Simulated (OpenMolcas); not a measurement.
# Multiconfigurational calculation on K I

Input:

```
&GATEWAY
Coord
1

K 0.0 0.0 0.0
Basis=ANO-R1
Group=XYZ
NoMove
AngMom=0.0 0.0 0.0
AMFI
&SEWARD
&RASSCF
FileOrb=start.orb
Symmetry=1
Spin=2
nActEl=1 0 0
Inactive=3 6
Ras2=1 3
CIRoot=1 1 1
SDav=1
CIMx=300
Iter=120 100
PrWF=0.3
OrbListing=Nothing
MaxOrb=0
Atom
>>> COPY $Project.JobIph JOB001
&RASSCF
FileOrb=start.orb
Symmetry=2
Spin=2
nActEl=1 0 0
Inactive=3 6
Ras2=1 3
CIRoot=3 3 1
SDav=3
CIMx=300
Iter=120 100
PrWF=0.3
OrbListing=Nothing
MaxOrb=0
Atom
>>> COPY $Project.JobIph JOB002
&RASSI
NrOfJobIphs=2 1 3
1
1 2 3
IphNames
JOB001
JOB002
EJob
SpinOrbit
DIPRint=1.0
SOCoupling=1000.0
Subsets=2
MEES
Property=10
'ANGMOM' 1 'ANGMOM' 2 'ANGMOM' 3 'MLTPL  1' 1 'MLTPL  1' 2 'MLTPL  1' 3
'AMFI' 1 'AMFI' 2 'AMFI' 3 'MLTPL  2' 6
SOProperty=3
'ANGMOM' 1 'ANGMOM' 2 'ANGMOM' 3
```

Launched by
```bash
OMP_NUM_THREADS=1 MOLCAS_MEM=2252 MOLCAS_PROJECT=a pymolcas a.inp > a.log  # once for each step of the input, in one work folder
```

A driver script runs the steps one by one and writes start.orb anew before each from the orbitals found so far.

Output, cut to the results:

```
--- SEWARD ---
Basis set label: K.ANO-R...4S3P1D.

      Electronic valence basis set:
      ------------------
      Associated Effective Charge  19.000000 au
      Associated Actual Charge     19.000000 au
      Nuclear Model: Finite nucleus - Gaussian distribution
        Gaussian exponent, Xi/bohr**(-2):  3.62281E+08

      Shell  nPrim  nBasis  Cartesian Spherical Contaminant
         s      19       4        X
         p      12       3        X
         d       6       1                 X
                  Relativistic X2C integrals
                  Atomic mean-field integrals
--- RASSCF ---
Wave function specifications:
      -----------------------------

      Number of closed shell electrons          18
      Number of electrons in active shells       1
      Max number of holes in RAS1 space          0
      Max nr of electrons in RAS3 space          0
      Number of inactive orbitals                9
      Number of active orbitals                  4
      Number of secondary orbitals               5
      Spin quantum number                      0.5
      State symmetry                             1
Orbital specifications:
      -----------------------

      Symmetry species                           1   2
                                                ag  au
      Frozen orbitals                            0   0
      Inactive orbitals                          3   6
      Active orbitals                            1   3
      RAS1 orbitals                              0   0
      RAS2 orbitals                              1   3
      RAS3 orbitals                              0   0
      Secondary orbitals                         5   0
      Deleted orbitals                           0   0
      Number of basis functions                  9   9
      Number of CSFs                             1
      Number of root(s) required                 1
      Iter CI   SX   CI       RASSCF       Energy    max ROT     max BLB   max BLB  Level Ln srch  Step   QN
          iter iter root      energy       change     param      element    value   shift minimum  type update
 Nr of preliminary CI iterations:   1
 ###############################################################################
 ###############################################################################
 ###                                                                         ###
 ###                                                                         ###
 ###    WARNING: Problems in orbital optimization.                           ###
 ###                                                                         ###
 ###                                                                         ###
 ###############################################################################
 ###############################################################################
  Warning: In symmetry  2, orbital p=   7 has diagonal density matrix element D(p,p) close to zero. D(p,p)=  0.000000E+00
  Warning: In symmetry  2, orbital p=   8 has diagonal density matrix element D(p,p) close to zero. D(p,p)=  0.000000E+00
        ...
  Warning: In symmetry  2, orbital p=   7 has diagonal density matrix element D(p,p) close to zero. D(p,p)=  0.000000E+00
  Warning: In symmetry  2, orbital p=   8 has diagonal density matrix element D(p,p) close to zero. D(p,p)=  0.000000E+00
  Warning: In symmetry  2, orbital p=   9 has diagonal density matrix element D(p,p) close to zero. D(p,p)=  0.000000E+00
        4   1    1    1  -601.46295201    1.02E-12   0.00E+00    1   4 1 -7.14E-08   0.00   0.00    SX    NO
      Convergence after  4 iterations
        5   1    1    1  -601.46295201   -5.68E-13   0.00E+00    1   4 1 -7.14E-08   0.00   0.00    SX    NO
      Natural orbitals and occupation numbers for root  1
      sym 1:   1.000000
      sym 2:   0.000000   0.000000   0.000000
::    RASSCF root number  1 Total energy:   -601.46295201
--- RASSCF ---
Wave function specifications:
      -----------------------------

      Number of closed shell electrons          18
      Number of electrons in active shells       1
      Max number of holes in RAS1 space          0
      Max nr of electrons in RAS3 space          0
      Number of inactive orbitals                9
      Number of active orbitals                  4
      Number of secondary orbitals               5
      Spin quantum number                      0.5
      State symmetry                             2
...
--- RASSI ---
SPIN-FREE ENERGIES:
  (Shifted by EMIN (a.u.) =       -601.4629520093)

 SF State       Relative EMIN(au)   Rel lowest level(eV)    D:o, cm**(-1)      L_eff

     1             0.0000000000        0.0000000000              0.0000         0.0
     2             0.0988179819        2.6889742748          21688.0402         1.0
     3             0.0988179819        2.6889742748          21688.0402         1.0
     4             0.0988179819        2.6889742748          21688.0402         1.0
     Dipole printing threshold changed to   1.00000000E+00

++ Dipole transition strengths (spin-free states):
   -----------------------------------------------
     for osc. strength at least  1.00000000E+00

  ( Max oscillator strength is only   0.44000537306840043      )
--
Eigenvalues of complex Hamiltonian:
   -----------------------------------
  (Shifted by EMIN (a.u.) =       -601.4629520093)

 SO State       Relative EMIN(au)   Rel lowest level(eV)    D:o, cm**(-1)     J-value

     1             0.0000000000        0.0000000000              0.0000         0.4
     2             0.0000000000        0.0000000000              0.0000         0.4
     3             0.0984390733        2.6786636451          21604.8793         0.4
     4             0.0984390733        2.6786636451          21604.8793         0.4
     5             0.0990074363        2.6941295897          21729.6206         1.4
     6             0.0990074363        2.6941295897          21729.6206         1.4
     7             0.0990074363        2.6941295897          21729.6206         0.8
     8             0.0990074363        2.6941295897          21729.6206         0.8
Weights of the five most important spin-orbit-free states for each spin-orbit state.

 SO State  Total energy (au)           Spin-free states, spin, and weights
 -------------------------------------------------------------------------------------------------------
...
```

The J values that RASSI prints are effective ones from its own formula and need not be integers or half-integers; the table below assigns J from the states.

Levels above the lowest, from the spin-orbit matrix, grouped by J:

```
Configuration  Term    J  E (cm-1)  Measured (cm-1)      g  Term weight %
           4s    2S  1/2       0.0              0.0  2.002            100
           4p   2P*  1/2     21605            12985  0.666            100
           4p   2P*  3/2     21730            13043  1.334            100
```

Against the 2 measured excited levels shown (NIST Handbook of Basic Atomic Spectroscopic Data) the mean absolute deviation is 8700 cm-1; the largest miss in energy is 4p 2P* 3/2: computed 21730, measured 13043 cm-1 (+66.6 %).

ANO sets are built for ground and valence states and can reach diffuse excited orbitals poorly. With one active electron the reference holds no correlation, so core polarisation is missing. The ANO-R sets hold no well-fitted valence p shell for this element, so s → p excitations can come out far too high. Computed and measured levels are paired by configuration, term and J; levels that our copy of the source lacks, or whose pairing is in doubt (as where it misses far off the trend of its configuration), stay unpaired and out of the deviations. Only configurations of the active space appear.

The term weight is that of the spin-free term in the level, not the purity of its configuration. * marks odd parity.
